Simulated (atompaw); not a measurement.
# u(r) = r·R(r): atom against pseudo-atom (aluminium)

Columns: radius, all-electron u(r) and pseudo u(r) of the 3p shell (level -3.34 eV) of aluminium in the configuration [Ne] 3s1 3p2; PBE, scalar-relativistic, PAW (atompaw) scheme, atompaw 4.2.0.5.

```json
{"r (bohr)": "0.115", "all-electron": "-0.0934", "pseudo": "0.0035"}
{"r (bohr)": "0.231", "all-electron": "-0.1922", "pseudo": "0.0140"}
{"r (bohr)": "0.346", "all-electron": "-0.2258", "pseudo": "0.0310"}
{"r (bohr)": "0.462", "all-electron": "-0.2055", "pseudo": "0.0544"}
{"r (bohr)": "0.577", "all-electron": "-0.1522", "pseudo": "0.0831"}
{"r (bohr)": "0.692", "all-electron": "-0.0818", "pseudo": "0.1164"}
{"r (bohr)": "0.808", "all-electron": "-0.0040", "pseudo": "0.1539"}
{"r (bohr)": "0.923", "all-electron": "0.0737", "pseudo": "0.1939"}
{"r (bohr)": "1.038", "all-electron": "0.1481", "pseudo": "0.2356"}
{"r (bohr)": "1.154", "all-electron": "0.2177", "pseudo": "0.2784"}
{"r (bohr)": "1.269", "all-electron": "0.2802", "pseudo": "0.3205"}
{"r (bohr)": "1.385", "all-electron": "0.3363", "pseudo": "0.3617"}
{"r (bohr)": "1.500", "all-electron": "0.3852", "pseudo": "0.4004"}
{"r (bohr)": "1.615", "all-electron": "0.4278", "pseudo": "0.4361"}
{"r (bohr)": "1.731", "all-electron": "0.4648", "pseudo": "0.4685"}
{"r (bohr)": "1.846", "all-electron": "0.4955", "pseudo": "0.4966"}
{"r (bohr)": "1.962", "all-electron": "0.5208", "pseudo": "0.5206"}
{"r (bohr)": "2.077", "all-electron": "0.5406", "pseudo": "0.5398"}
{"r (bohr)": "2.192", "all-electron": "0.5554", "pseudo": "0.5547"}
{"r (bohr)": "2.308", "all-electron": "0.5658", "pseudo": "0.5653"}
{"r (bohr)": "2.423", "all-electron": "0.5720", "pseudo": "0.5717"}
{"r (bohr)": "2.538", "all-electron": "0.5747", "pseudo": "0.5746"}
{"r (bohr)": "2.654", "all-electron": "0.5741", "pseudo": "0.5741"}
{"r (bohr)": "2.769", "all-electron": "0.5708", "pseudo": "0.5708"}
{"r (bohr)": "2.885", "all-electron": "0.5649", "pseudo": "0.5649"}
{"r (bohr)": "3.000", "all-electron": "0.5571", "pseudo": "0.5571"}
```

Question: How many radial nodes do the two functions have?

Answer: The all-electron 3p function has n − l − 1 = 1; the pseudo-wave has 0, since the states of the same l below it are removed with the core.

Question: Where does each function peak?

Answer: Outermost all-electron maximum near 2.54 bohr, pseudo maximum near 2.54 bohr (to the table’s step).

Question: Is the pseudo-wave norm-conserving?

Answer: No, it belongs to a PAW set: the norm inside the radius is not constrained, and the difference is carried by the augmentation charge.
